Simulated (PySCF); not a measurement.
# Ti⁺: interval between two levels

Ti⁺ [Ar] 3d2 4s1 [4F9/2, M_J = 9/2] → Ti⁺ [Ar] 3d1 4s1 4p1 [4F9/2, M_J = 9/2], as a difference of total energies. Computed with PySCF 2.14 in x2c-TZVPall-2c with one added diffuse shell each of s, p, d type (7s8p5d1f, 63 functions), with the two-component X2C-1e Hamiltonian. Correlated levels: [Ne] frozen; the 6 highest virtual spinors dropped. "Screened" scales the spin-orbit matrix elements by Boettger's factors to mimic the two-electron term; Breit and QED terms are absent.

| method | interval between two levels (cm⁻¹) |
| --- | --- |
| GHF (spin-free) | 47746 |
| GMP2 (spin-free) | 49033 |
| GHF (screened spin-orbit) | 47872 |
| GMP2 (screened spin-orbit) | 49166 |

The labels give the starting determinants; with spin-orbit coupling the two ends relaxed to ⟨J²⟩ = 24.75, ⟨L²⟩ = 12.00, ⟨S²⟩ = 3.75 and ⟨J²⟩ = 24.79, ⟨L²⟩ = 12.04, ⟨S²⟩ = 3.75.
